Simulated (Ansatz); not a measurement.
(1) Predict a relaxed structure of BCl2(SMe) (CH₃BCl₂S), charge 0, singlet, at PBE0-D4/def2-SVP (Ansatz).

Results:

(1) 
```xyz
8

B     0.479    1.272    0.695
Cl    1.709    0.181    1.309
Cl    0.505    2.961    1.166
S    -0.821    0.747   -0.405
C    -0.504   -1.023   -0.645
H     0.488   -1.186   -1.087
H    -1.276   -1.383   -1.337
H    -0.579   -1.568    0.304
```
Point group Cs (tolerance 0.1 Å). This is one stationary point.
